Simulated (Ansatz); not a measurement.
Consider the cleavage of the B–Al bond: `[BH2][AlH][OH]` + `CC(O)F` → `BOC(C)F` + `[OH][AlH2]`.

Isolated molecules relaxed with PBE0-D4/def2-TZVP in Ansatz; ΔE leaves out vibrations. CCSD(T)/CBS adds triple-zeta CCSD(T) − MP2 to the extrapolated MP2 energy (def2 sets, frozen cores). This one scheme is used for every species. Functionals use def2-TZVPP. B3LYP here is the variant with VWN-RPA as its local correlation; programs differ in this. Each species was taken in one conformer, which may not be the lowest.

```json
{"level": "PBE-D4", "ΔE (kcal/mol)": "-39.0", "difference from CCSD(T)/CBS": "1.0"}
{"level": "r2SCAN-D4", "ΔE (kcal/mol)": "-40.7", "difference from CCSD(T)/CBS": "-0.7"}
{"level": "PBE0-D4", "ΔE (kcal/mol)": "-38.8", "difference from CCSD(T)/CBS": "1.2"}
{"level": "B3LYP-D4", "ΔE (kcal/mol)": "-41.4", "difference from CCSD(T)/CBS": "-1.4"}
{"level": "ωB97X-V", "ΔE (kcal/mol)": "-40.0", "difference from CCSD(T)/CBS": "0.0"}
{"level": "ωB97M-V", "ΔE (kcal/mol)": "-41.3", "difference from CCSD(T)/CBS": "-1.3"}
{"level": "B2PLYP", "ΔE (kcal/mol)": "-41.6", "difference from CCSD(T)/CBS": "-1.6"}
{"level": "PBE", "ΔE (kcal/mol)": "-38.7", "difference from CCSD(T)/CBS": "1.3"}
{"level": "r2SCAN", "ΔE (kcal/mol)": "-40.6", "difference from CCSD(T)/CBS": "-0.6"}
{"level": "PBE0", "ΔE (kcal/mol)": "-38.6", "difference from CCSD(T)/CBS": "1.4"}
{"level": "B3LYP", "ΔE (kcal/mol)": "-40.9", "difference from CCSD(T)/CBS": "-0.9"}
{"level": "HF/def2-TZVPP", "ΔE (kcal/mol)": "-40.9", "difference from CCSD(T)/CBS": "-0.9"}
{"level": "SCS-MP2/def2-TZVPP", "ΔE (kcal/mol)": "-41.8", "difference from CCSD(T)/CBS": "-1.8"}
{"level": "CCSD/def2-TZVPP", "ΔE (kcal/mol)": "-40.0", "difference from CCSD(T)/CBS": "0.0"}
{"level": "CCSD(T)/def2-TZVPP", "ΔE (kcal/mol)": "-40.5", "difference from CCSD(T)/CBS": "-0.5"}
{"level": "MP2/CBS(def2)", "ΔE (kcal/mol)": "-41.7", "difference from CCSD(T)/CBS": "-1.7"}
{"level": "CCSD(T)/CBS", "ΔE (kcal/mol)": "-40.0", "difference from CCSD(T)/CBS": "0"}
```

Largest T1 diagnostic among the species: 0.013.
